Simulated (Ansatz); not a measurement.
Isolated molecules relaxed with PBE0-D4/def2-TZVP in Ansatz; ΔE leaves out vibrations. CCSD(T)/CBS adds triple-zeta CCSD(T) − MP2 to the extrapolated MP2 energy (def2 sets, frozen cores). For Br, Ge outer-core shells are correlated without core-valence functions, which leaves a few kJ/mol of doubt a bond. Scalar relativity is left out up to krypton.

Reaction (redistribution): `[CH3][GeH]([CH3])[C]#N` + `Cl[Si](Cl)(Cl)Br` → `[CH3][GeH]([CH3])[Br]` + `N#C[Si](Cl)(Cl)Cl`

| level | ΔE (eV) |
| --- | --- |
| HF/def2-TZVPP | -0.05 |
| MP2/def2-QZVPP | 0.04 |

Task: What does CCSD(T)/CBS give? (An estimate is asked.)

Result: The calculation gave: +0.04 eV. The listed levels differ from it by -0.09, 0.00 eV.

Largest T1 diagnostic among the species: 0.011.

In def2-TZVPP, CCSD(T) changes the Hartree–Fock value by +0.06 eV (the triples alone add +0.00 eV) and MP2 by +0.08 eV.
